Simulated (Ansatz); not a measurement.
```xyz
17

O     4.0519   -0.8563    0.4736
Zn    2.3197   -0.4821    0.2569
O     1.3177    0.4288   -1.1261
C     0.0719    0.6015   -1.1107
C    -0.4445    1.3599   -2.3448
F     0.1275    2.5593   -2.4090
F    -1.7655    1.5319   -2.3190
F    -0.1364    0.6871   -3.4501
C    -0.8369    0.1985   -0.1438
C    -0.4446   -0.4910    1.0034
C    -1.5686   -0.8677    1.9905
F    -2.1731    0.2365    2.4376
F    -1.1025   -1.5402    3.0263
F    -2.4884   -1.6166    1.3763
O     0.7086   -0.8424    1.3364
H     4.2464   -1.3320    1.2831
H    -1.8831    0.4247   -0.2808
```

The species carries charge 0 and has multiplicity 1.

(1) List the ωB97M-V/def2-TZVPP orbital energies in eV (Ansatz 0.2.0). (An estimate is asked.)

## Answers

(1) Ansatz gave: Occupied: -9465.60, -1156.72, -1017.24, -1017.13, -1017.05, -679.32, -679.32, -679.31, -679.30, -679.19, -679.19, -527.91, -527.77, -525.32, -289.11, -289.04, -285.71, -285.59, -282.56, -136.77, -92.25, -92.11, -92.00, -40.40, -40.31, -37.97, -37.90, -37.89, -37.81, -33.91, -33.46, -29.25, -26.38, -24.80, -23.70, -21.97, -21.13, -20.28, -20.19, -20.08, -20.08, -19.16, -18.94, -18.53, -17.93, -17.68, -17.59, -17.32, -16.87, -16.80, -16.71, -16.67, -16.46, -16.38, -16.16, -15.76, -15.67, -15.60, -15.28, -15.03, -14.94, -14.93, -14.79, -14.58, -14.41, -13.03, -11.63, -11.24, -10.90, -10.43. Lowest empty: -1.02, 0.68, 1.27, 2.19, 2.53, 2.88, 3.53, 4.60.
